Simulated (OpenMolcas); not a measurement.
Nb4+ (d1) among equal point charges was computed by CASSCF with the d shell active (OpenMolcas, ANO-RCC-VDZP on the metal). Its lowest spin-free states, and all those of the highest spin:

| 2S+1 | Degeneracy | E (cm-1) |
| --- | --- | --- |
| 2 | 2 | 0.0 |
| 2 | 1 | 986.7 |
| 2 | 1 | 6287 |
| 2 | 1 | 8354 |

Q: Is the site octahedral, tetrahedral or cube-like, axial, or of lower symmetry?

A: The states with 2S+1 = 2 have orbital degeneracies 2, 1, 1, 1. There are pairs but no triples, so the site is axial: not cubic, but with a proper or improper axis of order three or more. The run had Nb4+ among 6 point charges of -1.7 e arranged as a tetragonal octahedron (D4h), 2.23 Å from the ion, with the axial distance 2.319 Å.

An orbital doublet at a regular site is open to a Jahn-Teller distortion, which this geometry leaves out. This is an electrostatic model: the charges have no orbitals. No measured value stands beside these numbers.
